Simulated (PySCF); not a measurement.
Core binding energy against partial charge

Species: 2-fluoropyridine, C5H4FN.
Z-matrix (Å and degrees, GFN2-xTB geometry), rows numbered from 1:
```
F 
C   1  1.3400
C   2  1.3881  1  118.93
C   3  1.3837  2  116.68  1   180.00
C   4  1.3887  3  119.12  2    -0.08
C   5  1.3849  4  118.46  3     0.09
N   2  1.3109  1  115.82  3  -179.99
H   3  1.0777  2  120.61  1     0.03
H   4  1.0798  3  120.22  2   179.94
H   5  1.0781  4  120.95  3  -179.90
H   6  1.0811  5  121.69  4   179.97
```

Binding energies: delta-SCF UKS SCAN, pcX-2 on the ionised atom, pcseg-1 elsewhere, spin-free X2C in PySCF. Charges: PBE0/pcSseg-1 ground-state density, for the ionised atom.

| atom | environment | C 1s (eV) | Mulliken (e) | IAO (e) | Hirshfeld (e) | ESP (e) |
| --- | --- | --- | --- | --- | --- | --- |
| C5 | aromatic CH carbon | 290.83 | -0.191 | -0.197 | -0.058 | -0.649 |
| C3 | aromatic CH carbon | 291.03 | -0.229 | -0.218 | -0.066 | -0.701 |
| C4 | aromatic CH carbon | 291.33 | -0.005 | -0.113 | -0.024 | +0.316 |
| C6 | aromatic CH next to a ring nitrogen | 291.70 | +0.153 | -0.002 | +0.026 | +0.511 |
| C2 | aromatic C–F carbon | 293.79 | +0.527 | +0.413 | +0.146 | +0.914 |

Task: How well does each charge scheme correlate with the binding energies over these sites?

Result: IAO: r = 0.99, slope 4.6 eV per e; Hirshfeld: r = 0.98, slope 13.5 eV per e; Mulliken: r = 0.96, slope 3.8 eV per e; ESP: r = 0.82, slope 1.4 eV per e. On 5 points no scheme stands out.

Task: The point-charge model writes a binding energy as kq + V + constant, with V the potential of the other atoms' charges at the site. What does it give with the Mulliken charges?

Result: V = Σ 14.40 eV Å × q/r over all other atoms: +2.77 eV at C5, +3.99 eV at C3, -0.15 eV at C4, -2.53 eV at C6, -7.87 eV at C2. Fitting binding energy − V to q gives k = 19.1 eV per e and leaves an rms residual of 0.14 eV, against 0.28 eV for the fit on q alone. The model has no term for differences in relaxation between sites.

Geometry: GFN2-xTB; no solvent, vibrations or thermal averaging.
